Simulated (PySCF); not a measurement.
Structure problem from calculated spectra and properties.

Elements present: C, H and Si. Monoisotopic mass: 134.0552 u.

- NMR, other nuclei: isotropic shieldings of nuclei other than C and H, by class: 446 (1 Si) ppm [GIAO PBE0/pcSseg-1]
- 1H NMR: chemical shifts (computed TMS as zero) by class: 4.56 (2 H), 2.88 (1 H), 2.29 (1 H), 2.12 (2 H), 2.09 (2 H), 1.81 (1 H), 1.63 (1 H) ppm [GIAO PBE0/pcSseg-1]
- Triplet: lowest triplet excitation (Tamm–Dancoff): 4.86 eV [TDA wB97X-D/def2-SVPD]
- Polarisability: 119.1 au [wB97X-D/def2-SVPD]
- 13C NMR: chemical shifts (computed TMS as zero) by class: 121.7 (1 C), 103.5 (1 C), 83.7 (1 C), 79.7 (1 C), 31.9 (2 C), 27.3 (1 C), 20.4 (1 C) ppm [GIAO PBE0/pcSseg-1]
- Rotational structure: rotational constants A, B, C: 3.054, 0.507, 0.469 GHz [PBE0-D3(BJ)/def2-SVP]
- UV, strongest line: among the 10 lowest singlet transitions: S9 at 7.64 eV (162 nm, f = 0.601) [TDDFT wB97X-D/def2-SVPD]
- Dipole: 1.88 D [wB97X-D/def2-SVPD]
- Valence photoelectron: vertical ionisation energy: 9.49 eV [ΔSCF wB97X-D/def2-SVPD]
- UV, first state: lowest singlet excitation: 5.77 eV (215 nm, f = 0.000) [TDDFT wB97X-D/def2-SVPD]

Gas-phase values; electronic properties from PySCF, density fitting. Levels stand in brackets. Geometry: PBE0-D3(BJ)/def2-SVP, one conformer, isolated molecule. Each NMR value is the plain mean over a class of atoms that symmetry, rotation or inversion makes alike.

Problem. Which formula fits the mass and the elements?

Solution. C8H10Si (calculated 134.0552). No other formula that holds each of these elements comes within 0.0003 u with a fitting electron parity and a possible valence count.

Problem. Give a SMILES that accounts for the data.

Solution. Numbering: `[CH:1]#[C:2][SiH2:3][C:4]#[C:5][CH:6]1[CH2:7][CH2:8][CH2:9]1`. Its formula, C8H10Si, gives 5 degrees of unsaturation: 1 ring and 4 π bonds in the structure found. 8 carbons fall into 7 classes; from least to most shielded: alkyne carbon [C5] (121.7 ppm), terminal alkyne carbon [C1] (103.5 ppm), alkyne carbon [C2] (83.7 ppm), alkyne carbon [C4] (79.7 ppm), four-membered-ring carbon [C7/C9] (31.9 ppm, 2 C), propargylic carbon [C6] (27.3 ppm), four-membered-ring carbon [C8] (20.4 ppm). Hydrogen classes from least to most shielded: 2 H on an SiH2 silicon, Si3 (4.56 ppm), 1 H on a propargylic carbon, C6 (2.88 ppm), 1 H on a terminal alkyne carbon, C1 (2.29 ppm), 2 H on 2 four-membered-ring carbons, C7/C9 (2.12 ppm), 2 H on 2 four-membered-ring carbons, C7/C9 (2.09 ppm), 1 H on a four-membered-ring carbon, C8 (1.81 ppm), 1 H on a four-membered-ring carbon, C8 (1.63 ppm). The other shieldings belong to: 446 ppm, SiH2 silicon [Si3]. The first electron is taken from the HOMO, whose largest Löwdin shares are 0.34 on an alkyne carbon, 0.30 on an alkyne carbon, 0.07 on the SiH2 silicon and 0.07 on the propargylic carbon. By its constants the optimised geometry is an asymmetric top. Structure: `C#C[SiH2]C#CC1CCC1`. Computed isomers that give other values at the same levels: `C#C[Si]1(C=C)CC=CC1` (13C chemical shifts (computed TMS as zero) by class: 146.0 (1 C), 141.4 (1 C), 140.7 (2 C), 105.6 (1 C), 88.2 (1 C), 21.2 (2 C) ppm); `CC#CC#C/C=C\C[SiH3]` (13C chemical shifts (computed TMS as zero) by class: 154.9 (1 C), 114.2 (1 C), 92.9 (1 C), 89.0 (1 C), 72.9 (1 C), 71.0 (1 C), 16.4 (1 C), 6.0 (1 C) ppm); `CC#CC#C/C=C/C[SiH3]` (13C chemical shifts (computed TMS as zero) by class: 154.1 (1 C), 115.9 (1 C), 86.4 (1 C), 85.1 (1 C), 75.5 (1 C), 71.4 (1 C), 18.7 (1 C), 5.8 (1 C) ppm). The assignments are read from this structure; whether some other isomer fits the data as well wasn't checked.
